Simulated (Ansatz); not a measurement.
A nudged elastic band was laid between two geometries of ClH + GaH2O2 (7 atoms, charge 0, multiplicity 2).

Theory: Ansatz 0.2.0, UKS BHLYP/def2-mTZVP.

* movable images: 9
* climbing image: yes
* spring: 5.0 eV/Å²
* optimiser: quadratic models (default)
* start path: through a guess of the saddle point
* force threshold: 0.05 eV/Å
* iteration limit: 49
* end points: relaxed

First end point:

```xyz
7
Properties=species:S:1:pos:R:3
Ga 0.150 -0.316 -0.204
H 0.089 0.174 2.931
O 1.736 -0.372 -1.017
H 1.694 -0.526 -1.961
O -1.291 -0.554 -1.241
H -2.148 -0.527 -0.822
Cl -0.440 0.322 4.098
```

Last end point:

```xyz
7
Properties=species:S:1:pos:R:3
Ga -0.011 -0.348 -0.336
H -0.003 0.101 2.546
O 1.445 -0.442 -1.362
H 2.290 -0.331 -0.932
O -1.539 -0.562 -1.230
H -2.349 -0.521 -0.726
Cl -0.043 0.305 3.823
```

Task: What changes between the two ends?

Result: No bond is made or broken.

Task: Give the energies along the band, and the barrier.

Result: It converged. The highest image is number 5 of 0 to 10, 8.5 kJ/mol above the first end and 12.3 kJ/mol above the last; the last end lies 3.8 kJ/mol below the first. A vibrational analysis at the climbing image gives one clearly imaginary mode, 278i cm⁻¹: a first-order saddle point.

```tsv
image	path coordinate (Å)	energy (kJ/mol)
0	0.00	0.0
1	0.25	0.1
2	0.50	0.5
3	0.75	2.5
4	1.00	6.4
5	1.26	8.5
6	1.50	6.3
7	1.75	1.4
8	2.00	-2.6
9	2.25	-3.7
10	2.49	-3.8
```

Task: What is the geometry of the highest image?

Result: 
```xyz
7
Properties=species:S:1:pos:R:3:forces:R:3
Ga 0.062 -0.190 -0.291 0.00 0.01 -0.01
H 0.002 0.147 2.690 0.00 0.00 0.01
O 1.603 -0.043 -1.187 -0.01 -0.04 0.00
H 2.069 -0.845 -1.416 0.00 0.03 0.00
O -1.431 -0.490 -1.232 0.00 0.01 0.05
H -2.244 -0.522 -0.732 0.01 0.00 -0.03
Cl -0.271 0.145 3.952 0.00 0.00 -0.01
```

Task: What are the harmonic wavenumbers there?

Result: 278i, 20, 31, 46, 174, 187, 194, 361, 649, 687, 774, 847, 2896, 3976, 3984 cm⁻¹.

The run took 7 min on 4 threads of Arm Neoverse V2 (shared host), peak memory 0.39 GiB.
